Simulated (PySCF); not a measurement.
**Bond length, frequency and bond energy of KMg⁺ by level of theory**

State: ¹Σ⁺ (singlet), closed shell. Set-up: K def2-SVP, Mg def2-SVP; no relativity (PySCF 2.14). De refers to K⁺ + Mg in their ground configurations, without counterpoise correction. A positive dipole points towards Mg; it is taken about the centre of mass and depends on that origin.

| Level | Re (Å) | ωe (cm⁻¹) | De (eV) | μ (D) |
| --- | --- | --- | --- | --- |
| RHF-MP2 | 3.904 | 90.2 | 0.298 | n/a |
| RHF-SCS-MP2 | 3.923 | 88.9 | 0.288 | n/a |
| RHF-CCSD | 3.911 | 89.5 | 0.285 | n/a |
| RHF-CCSD(T) | 3.906 | 89.9 | 0.288 | n/a |
| PBE | 3.759 | 97.4 | 0.354 | -3.04 |
| revPBE | 3.845 | 91.7 | 0.326 | -3.20 |
| r²SCAN | 3.847 | 92.9 | 0.303 | -3.37 |
| PBE0 | 3.775 | 97.8 | 0.338 | -3.12 |
| HSE06 | 3.779 | 96.9 | 0.337 | -3.14 |
| MN15 | 3.831 | 81.2 | 0.285 | -3.76 |
| B2PLYP | 3.823 | 92.8 | 0.306 | -3.35 |

Question: Which functional lies closest to RHF-CCSD(T) in De, which farthest, and by how much do they differ from it?

Answer: Closest is MN15 (-7.5 pm in Re, -9.7 % in ωe, -0.00 eV in De against RHF-CCSD(T) in the same basis), farthest PBE (-14.7 pm in Re, +8.3 % in ωe, +0.07 eV in De). CCSD(T) converges more slowly with the basis than the functionals do and binds too weakly in this one, so the order can change at the basis-set limit.

Question: What does a quarter of exact exchange do here, going from PBE to PBE0?

Answer: PBE0 less PBE: +1.6 pm in Re, +0.4 % in ωe, -0.02 eV in De. Exact exchange removes part of the self-interaction that spreads semilocal densities, and in most molecules shortens and stiffens the bond and lowers De; here Re goes the other way.

Question: What does the step from GGA to meta-GGA do here, going from PBE to r²SCAN?

Answer: r²SCAN less PBE: +8.8 pm in Re, -4.6 % in ωe, -0.05 eV in De. 

Correlated steps freeze 6 core orbitals. Closed-shell solutions of metal pairs were not tested for spin polarisation, which can lower them a little. The bond is weak. Basis-set superposition, not corrected here, can be much of De in a small basis, most of all at correlated wavefunction levels. For an ion De counts to the pair picked by the measured ionisation energies or electron affinities, which need not be the lowest pair at this level. B2PLYP dipoles, levels and charges come from its SCF part alone.
